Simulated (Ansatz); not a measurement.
BH7SSi2 (`[SiH3][SiH2]BS`), relaxed with RKS PBE0-D4/def2-TZVP in the Gaussian-basis code of Ansatz from a PBE-D4/def2-SVP geometry. The force threshold is 0.005 eV/Å; the program also tests the step.

Charge 0, multiplicity 1.

Start:

```xyz
11

Si   -0.618   -1.359   -1.058
Si   -0.158    0.893   -0.513
B     0.025    0.925    1.481
S     1.542    0.573    2.339
H    -0.816   -1.540   -2.539
H    -1.855   -1.830   -0.342
H     0.539   -2.216   -0.617
H    -1.265    1.763   -1.051
H     1.131    1.263   -1.208
H    -0.918    1.090    2.230
H     2.394    0.438    1.277
```

**Question.** How much energy does the relaxation release, and in how many steps? (An estimate is asked.)

**Answer.** Computed: 0.03 eV, in 14 steps, 1 of them rejected.

**Question.** Which bonds change most? (Estimate.)

**Answer.** Computed: S4–H11 from 1.368 to 1.346 Å; B3–H10 from 1.215 to 1.195 Å; Si2–H9 from 1.511 to 1.493 Å; Si1–H7 from 1.506 to 1.488 Å.

**Question.** Give the relaxed structure. (An estimate is asked.)

**Answer.** Computed: 
```xyz
11

Si   -0.684   -1.385   -1.097
Si   -0.108    0.806   -0.488
B     0.056    0.865    1.502
S     1.593    0.785    2.363
H    -0.840   -1.506   -2.572
H    -1.963   -1.779   -0.448
H     0.380   -2.327   -0.654
H    -1.165    1.725   -0.997
H     1.182    1.152   -1.154
H    -0.896    0.894    2.224
H     2.447    0.772    1.322
```
